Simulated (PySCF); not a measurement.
Structure problem from calculated spectra and properties.

Formula: C3H7Al.

| Property | Result |
| --- | --- |
| XPS | C1s 289.9, C1s 290.4, C1s 290.8, Al1s 1566.9 eV [ΔSCF SCAN, pcX-2 on the ionised atom, pcseg-1 elsewhere, spin-free X2C] |
| Rotational structure | rotational constants A, B, C: 10.986, 3.772, 2.986 GHz [PBE0-D3(BJ)/def2-SVP] |
| Valence photoelectron | vertical ionisation energy: 9.81 eV [ΔSCF wB97X-D/def2-SVPD] |
| Polarisability | 65.8 au [wB97X-D/def2-SVPD] |
| Dipole | 1.06 D [wB97X-D/def2-SVPD] |
| 1H NMR | chemical shifts (computed TMS as zero) by class: 6.54 (1 H), 5.08 (1 H), 4.99 (2 H), 4.43 (1 H), 1.01 (2 H) ppm [GIAO HF/pcSseg-2] |
| 13C NMR | chemical shifts (computed TMS as zero) by class: 153.9 (1 C), 121.1 (1 C), 13.0 (1 C) ppm [GIAO HF/pcSseg-2] |
| NMR, other nuclei | isotropic shieldings of nuclei other than C and H, by class: 339 (1 Al) ppm [GIAO HF/pcSseg-2] |
| Triplet | lowest triplet excitation (Tamm–Dancoff): 4.51 eV [TDA wB97X-D/def2-SVPD] |
| UV, first state | lowest singlet excitation: 5.26 eV (236 nm, f = 0.001) [TDDFT wB97X-D/def2-SVPD] |

Electronic properties: PySCF, gas phase, density fitting. Levels stand in brackets. Isolated species at its PBE0-D3(BJ)/def2-SVP geometry (one conformer only). Each NMR value is the plain mean over a class of atoms that symmetry, rotation or inversion makes alike.

Question: What is the compound? Reason from the data.

Answer: Numbering: `[CH2:1]=[CH:2][CH2:3][AlH2:4]`. 3 carbons fall into 3 classes; from least to most shielded: alkene CH carbon [C2] (153.9 ppm), terminal =CH2 carbon [C1] (121.1 ppm), allylic carbon [C3] (13.0 ppm). Hydrogen classes from least to most shielded: 1 H on an alkene CH carbon, C2 (6.54 ppm), 1 H on a terminal =CH2 carbon, C1 (5.08 ppm), 2 H on an aluminium bonded to C and 2 H, Al4 (4.99 ppm), 1 H on a terminal =CH2 carbon, C1 (4.43 ppm), 2 H on an allylic carbon, C3 (1.01 ppm). The other shieldings belong to: 339 ppm, aluminium bonded to C and 2 H [Al4]. The core levels belong to: C1s 289.9 eV, allylic carbon [C3]; C1s 290.4 eV, terminal =CH2 carbon [C1]; C1s 290.8 eV, alkene CH carbon [C2]; Al1s 1566.9 eV, aluminium bonded to C and 2 H [Al4]. The hole state at 290.8 eV has ⟨S²⟩ = 0.85 against 0.75, so that value is less sure. The first electron is taken from the HOMO, whose largest Löwdin shares are 0.36 on the terminal =CH2 carbon, 0.32 on the alkene CH carbon, 0.12 on the allylic carbon and 0.04 on a methylene hydrogen. By its constants the optimised geometry is an asymmetric top. Structure: `C=C[CH2][AlH2]`. Computed isomers that give other values at the same levels: `C=[C](C)[AlH2]` (rotational constant A: 9.068 GHz; this holds for the one conformer computed); `[AlH2][CH]1CC1` (core binding energies: C1s 289.8, C1s 290.7 (×2), Al1s 1566.6 eV); `C=[CH][AlH][CH3]` (core binding energies: C1s 289.7, C1s 289.7, C1s 290.5, Al1s 1566.4 eV). The assignments are read from this structure; whether some other isomer fits the data as well wasn't checked.

Conformer computed: `[CH2:1]=[CH:2][CH2:3][AlH2:4]`: C1–C2–C3–Al4 -5°.
